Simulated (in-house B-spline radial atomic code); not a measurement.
Radial electron density of Zr XXVIII (Zr27+), [Ne] 3s2 3p1. Level of theory: non-relativistic Hartree-Fock, average of configuration, point nucleus; calculated with a radial B-spline atomic code at the basis-set limit.

Columns: r (bohr), 4πr²n(r) (electrons per bohr), bar.

```
 0.00163    1.314 #
 0.00193    1.799 #
 0.00229     2.46 ##
 0.00271    3.332 ###
 0.00321    4.492 ###
  0.0038    6.004 #####
  0.0045    7.962 ######
 0.00533    10.45 ########
 0.00632    13.58 ###########
 0.00748    17.34 #############
 0.00886    21.79 #################
  0.0105    26.86 #####################
  0.0124    32.22 #########################
  0.0147    37.74 #############################
  0.0174    42.76 #################################
  0.0206    46.71 ####################################
  0.0244    48.96 ######################################
  0.0289     49.1 ######################################
  0.0343    47.15 #####################################
  0.0406    43.91 ##################################
   0.048    40.83 ################################
  0.0569    39.58 ###############################
  0.0674    41.55 ################################
  0.0798    46.63 ####################################
  0.0945     52.8 #########################################
   0.112    56.55 ############################################
   0.132    54.66 ###########################################
   0.157    45.79 ####################################
   0.186    32.95 ##########################
    0.22    21.08 ################
   0.261    13.84 ###########
   0.309    11.56 #########
   0.365    10.95 #########
   0.433    8.992 #######
   0.512    5.625 ####
   0.607    2.476 ##
   0.718   0.7462 #
   0.851   0.1412 
    1.01  0.01548 
    1.19 0.001042 
    1.41 3.164e-05
```

On this grid the curve has 2 maxima, near 0.0289, 0.112 bohr.

The 3s radial function P(r) = rR(r), positive near the nucleus:

| r (bohr) | P |
| --- | --- |
| 0.0005 | 0.03817 |
| 0.000701 | 0.05309 |
| 0.000983 | 0.0736 |
| 0.00138 | 0.1017 |
| 0.00193 | 0.1391 |
| 0.00271 | 0.1891 |
| 0.0038 | 0.2535 |
| 0.00533 | 0.3333 |
| 0.00748 | 0.4265 |
| 0.0105 | 0.5233 |
| 0.0147 | 0.6014 |
| 0.0206 | 0.6222 |
| 0.0289 | 0.5265 |
| 0.0406 | 0.25 |
| 0.0569 | -0.2197 |
| 0.0798 | -0.7659 |
| 0.112 | -1.063 |
| 0.157 | -0.6917 |
| 0.22 | 0.4222 |
| 0.309 | 1.58 |
| 0.433 | 1.736 |
| 0.607 | 0.9278 |
| 0.851 | 0.2201 |
| 1.19 | 0.01855 |
